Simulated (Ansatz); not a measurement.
Abridged output of a molecular run in Ansatz:

```
Functional definition: HF
1052 factors; integrals over basis functions are off by at most 1.3e-3 eV
mean field evaluation 1: about -7988.4166 eV, gradient 2.8e1 eV
mean field evaluation 2: about -7988.4241 eV, gradient 2.8e1 eV
mean field evaluation 4: about -7990.7439 eV, gradient 2.4e0 eV
mean field evaluation 8: about -7990.7684 eV, gradient 2.9e-4 eV
mean field -7990.76839743 eV, -293.6553222680 hartree, gradient 2.7e-6 eV, S^2 0.000000; 0 other end points of the search recorded, 0 dependent functions left out
6 core orbitals not correlated: weight in the atoms' cores, before any rotation towards them, 1.000 or more for the frozen orbitals, at most 0.000 for the correlated occupied ones
reference -7990.76839743 eV, -293.6553222680 hartree; 15, 15 occupied and 73, 73 virtual orbitals, 1052 factors
second order -11.38939245 eV of doubles, -0.00000000 eV of singles
cycle   1  -12.36019703 eV  change   -9.7e-1 eV  update   7.7e-2
cycle   2  -12.75363219 eV  change   -3.9e-1 eV  update   2.4e-2
cycle   3  -12.80024887 eV  change   -4.7e-2 eV  update   7.4e-3
cycle   4  -12.80043235 eV  change   -1.8e-4 eV  update   2.1e-3
cycle   5  -12.80004873 eV  change    3.8e-4 eV  update   5.4e-4
cycle   6  -12.79999764 eV  change    5.1e-5 eV  update   1.8e-4
cycle   7  -12.80001300 eV  change   -1.5e-5 eV  update   4.7e-5
cycle   8  -12.80001429 eV  change   -1.3e-6 eV  update   1.5e-5
perturbative correction -0.35207059 eV, -0.0129383554 hartree
Total energy: -8003.92048230 eV, -294.1386524725 hartree
```

Its atoms:

```xyz
11

C    -1.205   -0.771    1.091
Sn    0.032    0.781    0.283
C     1.174    0.020   -1.363
H    -1.789   -0.393    1.930
H    -0.585   -1.598    1.438
H    -1.887   -1.140    0.325
H     1.091    1.365    1.498
H    -0.950    2.081   -0.250
H     1.805   -0.804   -1.029
H     0.505   -0.343   -2.144
H     1.809    0.802   -1.778
```

Question: Which basis set was used?
A. def2-TZVPP
B. def2-SVP
C. def2-TZVPPD
D. cc-pV(T+d)Z

Answer: B. It gives 94 functions.

Question: Write the keys of the input that set method, charge and spin (a neutral closed shell needs none for the last two).

Answer: 
```yaml
correlation: {method: ccsd_t}
```
